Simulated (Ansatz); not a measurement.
`C[O][GeH2][C]#N` + HCl → `C[O][GeH2][Cl]` + `C#N` at 700 K and 1 bar (ligand exchange at a Ge–C bond).

Isolated molecules relaxed with PBE0-D4/def2-TZVP in Ansatz; ΔE leaves out vibrations. CCSD(T)/CBS adds triple-zeta CCSD(T) − MP2 to the extrapolated MP2 energy (def2 sets, frozen cores). This one scheme is used for every species. For Ge outer-core shells are correlated without core-valence functions, which leaves a few kJ/mol of doubt a bond. Scalar relativity is left out up to krypton. One conformer a species, not always the lowest.

| species | CCSD(T)/CBS energy (Eh) | H − E (kJ/mol) | S (J/(mol·K)) |
| --- | --- | --- | --- |
| `C[O][GeH2][C]#N` | -2285.08390 | 249.6 | 473.0 |
| HCl | -460.38127 | 38.4 | 211.8 |
| `C[O][GeH2][Cl]` | -2652.16457 | 222.9 | 453.0 |
| `C#N` | -93.32098 | 68.7 | 235.2 |

H − E and S are ideal-gas, rigid-rotor, harmonic terms from PBE0-D4/def2-TZVP, for one conformer and one mirror image of each species. 1 Eh = 2625.50 kJ/mol, R = 8.31446 J/(mol·K).

By hand: ΔE, ΔH, ΔS and ΔG.

ΔE = (-2652.16457) + (-93.32098) − (-2285.08390) − (-460.38127) = -0.02038 Eh = -53.5 kJ/mol. Δ(H − E) = 222.9 + 68.7 − 249.6 − 38.4 = 3.6, so ΔH = -49.9 kJ/mol. ΔS = 453.0 + 235.2 − 473.0 − 211.8 = 3.4 J/(mol·K). ΔG = -49.9 − 700 × (3.4)/1000 = -52.3 kJ/mol.

By hand: the equilibrium constant, and the temperature at which ΔG would vanish if ΔH and ΔS stayed fixed.

log₁₀ K = −ΔG/(RT ln 10) = 3.9. ΔH and −TΔS have one sign here, so there is no such temperature.

The number of gas molecules stays the same, so ΔS is small and ΔH decides. A doubt of 5 kJ/mol in ΔE shifts log₁₀ K by 0.4 here. Other conformers and mirror images would add mixing entropy, several J/(mol·K) or more a flexible species. Modes under 60 cm⁻¹, often nearly free rotors, make the harmonic entropy too high. These are equilibria of isolated gas molecules and say nothing of rates. Largest T1 diagnostic: 0.014 (customary marks: 0.02 for closed shells, 0.045 for open ones).

ΔS is within the doubt of such terms, so its sign, and with it that verdict, could turn.
